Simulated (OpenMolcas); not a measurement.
# Ag VII: effect of the active space

- Program: OpenMolcas
- Method: MS-CASPT2 or its RAS form, IPEA 0.25 Eh, imaginary shift 0.1 Eh
- Basis: ANO-RCC-VQZP
- Scalar Hamiltonian: DKH2, point nucleus
- Spin-orbit coupling: state interaction with AMFI integrals over the reference wave functions, term energies averaged over their components

A. 5 electrons in 5 orbitals (4d); 2S+1 = 6 even, 1 root; 2S+1 = 4 even, 24 roots; 2S+1 = 2 even, 75 roots; closed shells correlated: 4s 4p; CASPT2 step of the order of 40 core-seconds
B. 11 electrons in 8 orbitals (RAS1 4p, at most 2 holes; RAS2 4d); 2S+1 = 6 even, 1 root; 2S+1 = 4 even, 24 roots; 2S+1 = 2 even, 67 roots; closed shells correlated: 4s; CASPT2 step roughly 2.4 core-minutes
C. 5 electrons in 10 orbitals (4d 5d); 2S+1 = 6 even, 1 root; 2S+1 = 4 even, 24 roots; 2S+1 = 2 even, 67 roots; closed shells correlated: 4s 4p; CASPT2 step about 27 core-minutes

Energies in eV above 4d5 6S 5/2, the measured ground level; measured values from the list in Gamrath, thesis, University of Mons (2023).

```
               Level       A       B       C  Measured
          4d5 6S 5/2  0.0000  0.0000  0.0000    0.0000
          4d5 4G 5/2   3.865   3.864   3.869    3.6439
          4d5 4G 7/2   3.968   3.967   3.973    3.7664
         4d5 4G 11/2   4.000   3.997   4.012    3.8016
          4d5 4G 9/2   4.024   4.024   4.033    3.8320
   4d5 4P 3/2 [55 %]   4.323   4.345   4.334    4.0907
   4d5 4P 1/2 [68 %]   4.510   4.537   4.523    4.2905
          4d5 4D 7/2   4.745   4.780   4.764    4.5236
   4d5 4D 1/2 [69 %]   4.996   5.032   5.009    4.7963
   4d5 4D 5/2 [56 %]   5.079   5.114   5.096    4.8725
   4d5 4D 3/2 [55 %]   5.126   5.161   5.141          
         4d5 2I 11/2   5.780   5.742   5.772    5.4567
         4d5 2I 13/2   5.952   5.916   5.949    5.6470
4d5 2D 3/2(1) [53 %]   6.277   6.295   6.288          
   4d5 4F 9/2 [63 %]   6.432   6.434   6.444    6.0881
          4d5 4F 5/2   6.652   6.652   6.652    6.3293
4d5 2F 7/2(1) [52 %]   6.890   6.911   6.913          
   4d5 4F 3/2 [53 %]   6.974   7.025   6.990          
   4d5 2H 9/2 [52 %]   7.021   7.004   7.023          
       4d5 2G 7/2(1)   7.283   7.291   7.269    6.9150
         4d5 2H 11/2   7.515   7.482   7.517    7.1864
       4d5 2F 7/2(2)   7.742   7.786   7.769    7.4133
          4d5 2S 1/2   8.289   8.411   8.350          
       4d5 2D 3/2(2)   9.331   9.398   9.386
```

Deviations, from unrounded energies. A percentage is the sum of absolute deviations over the sum of measured energies, with the sign that they share, or ± where signs differ.

| Against measurement | Levels | A | B | C |
| --- | --- | --- | --- | --- |
| mean absolute deviation (cm-1) | 16 | 2100 | 2200 | 2200 |
| other terms of the ground configuration (%) | 16 | +5.1 | +5.2 | +5.2 |

A, B, C lie about equally close to measurement. The largest miss of A in the table is 4d5 2G 7/2(1), by +3000 cm-1. The ranking rests on the paired levels alone, and a cruder setting can come out closer through cancelling errors.

The spin-orbit steps hold different terms of 4d5 (B lacks a 2D, 2P; C lacks a 2D, 2P), which shifts levels as well.

The two smallest mean deviations differ by little beside CASPT2's spread within terms, so their order carries little weight.

Among A to C the level of the table that moves most is 4d5 2S 1/2, by 980 cm-1 (lowest in A, highest in B). Moves below CASPT2's spread within the term are not significant.

Term energies are means over components that CASPT2 splits; among the terms shown or strongly mixed into the levels shown the widest spread is 820 cm-1 (4d5 2I, B). Blocks of more than 70 roots (2S+1 = 2 even) ran without multistate coupling (holds for A). Active for correlation alone: 4p; no level in the range computed is led by a configuration that opens it, so any true level of that kind is missing (holds for B). The CASPT2 spread within a term exceeds the gap to the next term for 4d5 2G(1) and 4d5 2H, so the order of their levels is uncertain, and so are names and mixing where such terms share a J (holds for B). Active for correlation alone: 5d; no level in the range computed is led by a configuration that fills it, so any true level of that kind is missing (holds for C). Measured partners are found by configuration, term and J. A level has none where our copy of the source lacks it or the pairing is in doubt (some pairs that miss far off the trend of their configuration count as doubtful), and it then counts in no deviation. Levels of configurations outside the active space are missing. Levels that lie high or do not pair safely by name in every column are left out.

A share in square brackets marks a mixed level and gives the weight of the term that names it, the lowest over the columns. A number in round brackets counts repeated terms of one configuration in the order of the reference energies.
